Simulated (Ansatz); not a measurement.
Basis-set extrapolation for C2H8SSi (`C[SiH2]CS`) (PBE0-D4/def2-TZVP geometry, frozen core, Ansatz 0.2.0). Multiplicity 1, RHF reference.

```csv
,def2-TZVPP,def2-QZVPP
HF,-766.920663,-766.944992
MP2 correlation,-0.663927,-0.711405
CCSD(T) correlation,-0.753641,not run
```

Energies in hartree. Use E(X) = E(∞) + A·exp(−7.88·√X) for Hartree–Fock and E(X) = E(∞) + B·X^(−2.97) for correlation, with X = 3 and 4, and add CCSD(T) minus MP2 of the smaller set to the MP2 limit.

Task: What is the CCSD(T) energy at the basis-set limit?

Result: HF limit: -766.944992 + (-0.024329) × 0.13774 = -766.94834. MP2 limit: -0.711405 + (-0.047478) × 0.74074 = -0.74657. Higher-order term: -0.753641 − (-0.663927) = -0.08971. Total: -767.78462 hartree, 289.6 kJ/mol below CCSD(T)/def2-TZVPP.
